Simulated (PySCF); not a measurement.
**Broadened absorption spectrum of SbMe2I**

Species: SbMe2I, C₂H₆ISb.
SMILES: `[CH3][Sb]([CH3])[I]`

Computed with TDDFT wB97X-D/def2-SVPD, vertical, gas phase, core orbitals frozen in the response, def2 core potentials past Kr (PySCF). Geometry: PBE0-D3(BJ)/def2-SVP; no solvent, vibrations or thermal averaging. Spin–orbit coupling is left out.

Computed states:

```csv
state,E (eV),f
S1,4.05,0.045
S2,4.41,0.0025
S3,5.06,0.088
S4,5.78,0.082
S5,6.19,0.0021
S6,6.30,0.068
S7,6.34,0.0079
S8,6.73,0.026
S9,6.79,0.149
S10,6.96,0.058
```

Each state is given a Gaussian of 0.25 eV full width at half maximum, with ε(max) = 2.175×10⁸ f / Δν̃ (Δν̃ the width in cm⁻¹). The cross-section is σ = 3.8235×10⁻²¹ ε cm², given in Mb (10⁻¹⁸ cm²). The width is an assumption, not a result. The curve ends short of the highest state used, and states not computed would add to its high-energy end.

Task: What does the envelope look like, and where are its maxima?

Result: 
```
λ (nm)  σ (Mb)
 194.9   26.77
 197.5   30.98
 200.1   20.09
 202.7    7.95
 205.3    3.74
 207.9    8.38
 210.5   20.61
 213.1   32.22
 215.7   32.08
 218.3   20.98
 220.9    9.28
 223.5    2.85
 226.1    0.64
 228.7    0.22
 231.3    0.74
 233.9    2.98
 236.5    8.73
 239.1   18.68
 241.7   29.74
 244.3   35.88
 246.9   33.38
 249.5   24.33
 252.1   14.10
 254.7    6.59
 257.3    2.52
 259.9    0.80
 262.5    0.23
 265.1    0.10
 267.6    0.13
 270.2    0.27
 272.8    0.48
 275.4    0.73
 278.0    0.95
 280.6    1.07
 283.2    1.11
 285.8    1.21
 288.4    1.64
 291.0    2.75
 293.6    4.82
 296.2    7.88
 298.8   11.59
 301.4   15.19
 304.0   17.77
 306.6   18.64
 309.2   17.62
 311.8   15.08
 314.4   11.75
 317.0    8.37
 319.6    5.48
 322.2    3.31
 324.8    1.85
 327.4    0.96
 330.0    0.47
 332.6    0.21
 335.2    0.09
 337.8    0.04
```

Maxima: 306 nm (4.05 eV), ε about 4900, made up of S1 (100%); 245 nm (5.06 eV), ε about 9400, made up of S3 (100%); 214 nm (5.78 eV), ε about 8900, made up of S4 (100%); 197 nm (6.30 eV), ε about 8300, made up of S6 (89%) (ε in L mol⁻¹ cm⁻¹; maxima over ε = 5, shares over 10%).

Task: Coming from long wavelengths, where does ε first pass 100 L mol⁻¹ cm⁻¹?

Result: At about 331 nm (3.75 eV), 0.29 eV below S1.

Task: What would ε be at 5.06 eV, the highest of these maxima, with half the width (0.125 eV)?

Result: About 18800 L mol⁻¹ cm⁻¹ against 9440, a factor of about 2.00; a lone state at its own centre would give exactly 2.

Task: On this curve, what absorbance would a 10⁻⁴ mol/L sample give at 222 nm over a 1 cm path?

Result: 222 nm is 5.585 eV, where ε is about 1500 L mol⁻¹ cm⁻¹, so A = ε c l ≈ 0.15 (Beer–Lambert, with the gas-phase spectrum and the assumed width).

All these states lie below the vertical ionisation energy of 8.71 eV (ΔSCF).

Time: 68 s. Hardware: x86-64 server, one thread, no GPU (shared host).
